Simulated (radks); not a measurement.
Problem. The boron ion B2+, configuration 1s1.5 2s1 3d0.5 (fractional occupations, a model configuration). Method: scalar-relativistic Kohn-Sham, PBE, spin-polarised, spherical densities, point nucleus; open shells are filled with parallel spins first; computed with a radial shooting solver on a logarithmic mesh with Libxc functionals. Some entries of the table are withheld. Estimate them.

orbital  occ.  eigenvalue (eV)  <r^2> (bohr^2)
1s up       1              (1)          0.1339
1s down   0.5              (2)          0.1379
2s up       1         -38.9832             (3)
3d up     0.5              (4)           13.97

Solution. 
(1) 1s up eigenvalue (eV): -242.6441
(2) 1s down eigenvalue (eV): -233.0252
(3) 2s up <r^2> (bohr^2): 2.591
(4) 3d up eigenvalue (eV): -10.3599
